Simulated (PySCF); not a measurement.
Static response to an electric field

Compound: C₄H₉FO₂.
Atom-mapped SMILES: `[OH:1][CH2:2][CH2:3][CH2:4][O:5][CH2:6][F:7]` (hydrogens: H8 on O1; H9, H10 on C2; H11, H12 on C3; H13, H14 on C4; H15, H16 on C6)

Geometry (GFN2-xTB, Å), atoms numbered from 1 in this order:
```
atom  x, y, z in Å
O1    -2.157    0.719   -0.452
C2    -1.900   -0.513    0.167
C3    -0.664   -1.218   -0.398
C4     0.635   -0.578    0.078
O5     0.703    0.766   -0.405
C6     1.810    1.454   -0.006
F7     2.954    0.941   -0.574
H8    -1.317    1.190   -0.529
H9    -2.790   -1.125   -0.004
H10   -1.778   -0.379    1.255
H11   -0.662   -2.262   -0.084
H12   -0.704   -1.178   -1.487
H13    0.677   -0.563    1.178
H14    1.497   -1.143   -0.297
H15    1.713    2.486   -0.360
H16    1.976    1.412    1.084
```

Level: PBE0/def2-SVPD (PySCF), static field, nuclei fixed, core orbitals frozen in the response. The polarisability tensor in these axes (au):

```
x   66.64  4.49  0.06
y    4.49 62.05 -0.64
z    0.06 -0.64 54.28
```

**Question.** Diagonalise the tensor; give its mean and Δα, where Δα² is half the sum of the squared differences of the eigenvalues.

**Answer.** Principal values 54.21, 59.37 and 69.39 au; mean 60.99 au = 9.04 Å³ = 10.06 × 10⁻⁴⁰ C²·m²/J; Δα = 13.37 au (22 % of the mean).

**Question.** What is the dipole moment, and where does it point?

**Answer.** (1.04, -0.96, 1.76) D, 2.26 D in size, pointing from the negative to the positive side. Measured along this direction, the outermost atoms are O1 at the negative end and H13 at the positive end.

**Question.** Directions of the eigenvectors, and the extent of the frame along each?

**Answer.** Largest value along (0.85, 0.52, -0.02), where the nuclei span 5.99 Å; middle along (-0.52, 0.85, -0.11), 3.50 Å; least along (-0.04, 0.11, 0.99), 2.86 Å. The response follows the extents in order.

**Question.** Rayleigh depolarisation ratio (linearly polarised light, static tensor)?

**Answer.** ρ = 3Δα²/(45ᾱ² + 4Δα²) = 536.6/(167391 + 715.5) = 0.00319.

**Question.** Orientational against electronic polarisability at 400 K (dilute gas, rigid molecules)?

**Answer.** In Gaussian units μ²/3kT = 30.87 Å³ against 9.04 Å³, a ratio of 3.42; the Debye molar polarisation (4π/3)N_A(α + μ²/3kT) is 100.7 cm³/mol, leaving out the vibrational part.

Geometry: GFN2-xTB, one conformer, isolated molecule.

The run behind these numbers computed excited states as well. On one thread of an Arm Neoverse V2, no GPU (shared host), this took 30 s and 0.85 GiB of memory at its peak.
